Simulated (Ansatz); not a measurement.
Reaction (redistribution): `[OH][Sn]([OH])([OH])[Br]` + `[SiH3][O][Al]([Cl])[Cl]` → `[OH][Sn]([OH])([OH])[Cl]` + `[SiH3][O][Al]([Cl])[Br]`

Calculated with Ansatz (gas phase, PBE0-D4/def2-TZVP geometries, no zero-point term in ΔE). CCSD(T)/CBS is the MP2 limit (def2-TZVPP, def2-QZVPP) plus CCSD(T) − MP2 in def2-TZVPP, frozen cores. DFT in def2-TZVPP. def2 core potentials past Kr. For Br, Sn outer-core shells are correlated without core-valence functions, which leaves a few kJ/mol of doubt a bond. Scalar relativity is left out up to krypton. One conformer a species, not always the lowest.

(1) Is it downhill or uphill in electronic energy at CCSD(T)/CBS, and by how much? (Best estimate.)

(2) What do these levels give: PBE-D4, BHLYP-D4, CCSD/def2-SVP, MP2/def2-TZVPP, HF/CBS(def2), MP2/CBS(def2)? (Best estimate.)

Largest T1 diagnostic among the species: 0.014.

Results:

(1) Computed: Uphill: ΔE = +0.15 eV.

(2) Ansatz gave: PBE-D4 0.16, BHLYP-D4 0.16, CCSD/def2-SVP 0.17, MP2/def2-TZVPP 0.14, HF/CBS(def2) 0.14, MP2/CBS(def2) 0.16 eV.

Leaving LDA and LC-ωPBE aside and taking each functional with its dispersion term where it has one, the values, not all of them listed here, spread over 0.03 eV, from PBE-QIDH to BLYP-D4.
